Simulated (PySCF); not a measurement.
**Working with the constants of InN**

ROHF-CCSD(T) constants of InN, ³Σ⁻ (triplet), unpaired electrons π ↑↑ (In aug-cc-pVDZ-PP with ECP28, N aug-cc-pVDZ; scalar-relativistic core potentials (PySCF 2.14); masses 114.9039 and 14.0031 u):

- ωe: 421.6 cm⁻¹
- ωexe: 2.86 cm⁻¹
- Be: 0.26493 cm⁻¹
- αe: 0.00235 cm⁻¹
- D (centrifugal): 4.18e-07 cm⁻¹
- De to In + N: 1.48 eV

**Question.** Give the vibrational terms G(v) and spacings up to v = 6.

**Answer.** G(v) = ωe(v+½) − ωexe(v+½)².

```json
{"v": "0", "G(v) (cm⁻¹)": "210.1", "G(v) − G(v−1)": "", "Bv (cm⁻¹)": "0.2638"}
{"v": "1", "G(v) (cm⁻¹)": "626.0", "G(v) − G(v−1)": "415.9", "Bv (cm⁻¹)": "0.2614"}
{"v": "2", "G(v) (cm⁻¹)": "1036.1", "G(v) − G(v−1)": "410.2", "Bv (cm⁻¹)": "0.2591"}
{"v": "3", "G(v) (cm⁻¹)": "1440.6", "G(v) − G(v−1)": "404.4", "Bv (cm⁻¹)": "0.2567"}
{"v": "4", "G(v) (cm⁻¹)": "1839.3", "G(v) − G(v−1)": "398.7", "Bv (cm⁻¹)": "0.2544"}
{"v": "5", "G(v) (cm⁻¹)": "2232.3", "G(v) − G(v−1)": "393.0", "Bv (cm⁻¹)": "0.2520"}
{"v": "6", "G(v) (cm⁻¹)": "2619.6", "G(v) − G(v−1)": "387.3", "Bv (cm⁻¹)": "0.2497"}
```

**Question.** How well does the Morse estimate ωe²/(4ωexe) reproduce De, and what is D0?

**Answer.** It gives 1.93 eV, 130 % of the computed De. D0 = De − G(0) = 1.48 − 0.03 = 1.45 eV.

Correlated steps freeze 5 core orbitals. Correlated levels converge slowly with the basis: in double zeta they bind strong bonds too weakly, by up to about 1 eV, and carry superposition errors of some tenths. These are scalar-relativistic numbers at best; spin–orbit coupling would shift them, the dissociation energy most. The state is the lowest determinant that a PBE0 search found; another state may lie lower at other levels.
